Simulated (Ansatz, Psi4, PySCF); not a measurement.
H₆OSi₂, charge -1, doublet, at a GFN2-xTB geometry (a state made from the parent by changing its charge; the spin is typed, not shown lowest) (in this run its highest filled SCF level lies above zero, so its values depend strongly on the basis, on diffuse functions most of all). Base run: BHANDHLYP/cc-pVDZ (PySCF).

Geometry (Å):
```xyz
9

Si     1.7389    -0.3329     0.0966
O     -0.0755     0.0252    -0.0114
Si    -1.6181     0.3057    -0.0871
H      1.7803    -0.8302    -1.2895
H      2.0567     1.0775     0.3794
H      1.5448    -1.2786     1.2095
H     -2.3650    -0.4556     0.9477
H     -2.1810    -0.0785    -1.4074
H     -1.9243     1.7448     0.1193
```
Charge -1, spin multiplicity 2.
Orbitals are unrestricted.
All else is at PySCF's defaults.

The same geometry, method and basis name were run in Ansatz (a quantum-chemistry and plane-wave program) and Psi4 and PySCF, at each program's defaults and at the settings that a row names. The base is PySCF at its defaults. Differences at the defaults can come from grids, fitting, cores and function types together.

```
code and settings                                                                             ΔE vs base (µEh)  basis functions      E (Eh)  SCF cycles
--------------------------------------------------------------------------------------------  ----------------  ---------------  ----------  ----------
PySCF, defaults (exact integrals, its default grid, spherical functions)                                   0.0               80  -657.75627          11
Psi4, defaults (density fitting with its default set, its default grid, spherical functions)              68.8               80  -657.75620           9
Ansatz, defaults (factorised integrals, its default grid, spherical functions)                             4.1               80  -657.75626           -
PySCF, density fitting with def2-universal-jkfit                                                         -77.2               80  -657.75634          11
PySCF, fine grid                                                                                          -0.1               80  -657.75627          11
Psi4, exact integrals, spherical functions, fine grid                                                     -0.1               80  -657.75627          12
Ansatz, high accuracy                                                                                     -0.1               80  -657.75627           -
```

Open shells are given as the SCF converged; they aren't shown to be the lowest states, and a large step between rows can be another state.
